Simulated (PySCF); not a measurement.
CH5FOSi, SMILES C[Si@@H](F)O.

Geometry optimised at B3LYP-D3(BJ)/def2-SVP. The structure was generated by enumeration; whether it is a known compound was not checked. One conformer was computed; it need not be the lowest.

Two levels are set side by side: TDA-PBE/def2-SVPD (PySCF) and TDA-B3LYP/def2-SVPD (PySCF). Vertical, same geometry. The lowest singlet is HOMO→LUMO 99 % with PBE and HOMO→LUMO 95 % with the other functional; states are paired by order. Differences are taken from unrounded values.

```tsv
quantity	TDA-B3LYP	TDA-PBE	TDA-PBE minus TDA-B3LYP
lowest singlet excitation (eV)	7.65	7.06	-0.59
lowest triplet excitation (TDA) (eV)	7.38	6.83	-0.55
first bright state (f over 0.05) (eV)	9.09	8.37	-0.72
its oscillator strength	0.06	0.05	-0.01
```

A lower first singlet is the usual sign of a functional without exact exchange. Differences between two approximate levels are no errors against the true value.

Rough cost on one machine, each run with all the roots and properties that it gave: TDA-B3LYP against TDA-PBE within a factor of 2.
